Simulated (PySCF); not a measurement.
CrO2, SMILES [O]=[Cr]=[O] (connectivity only; charge and spin as stated), neutral, multiplicity 3.

The structure is a stationary point at PBE-D3(BJ)/def2-TZVP. The spin state was assumed, not searched.

Method: PBE-D3(BJ)/def2-TZVP (PySCF).

Frequencies are harmonic and unscaled.

Computed normal modes with their intensities:
| mode | ν (cm⁻¹) | IR (km/mol) | moving atoms (share of kinetic energy) |
|---|---|---|---|
| 1 | 247 | 3.5 | O 77 %, Cr 23 % |
| 2 | 978 | 22.2 | O 85 %, Cr 15 % |
| 3 | 1007 | 293.2 | O 68 %, Cr 32 % |
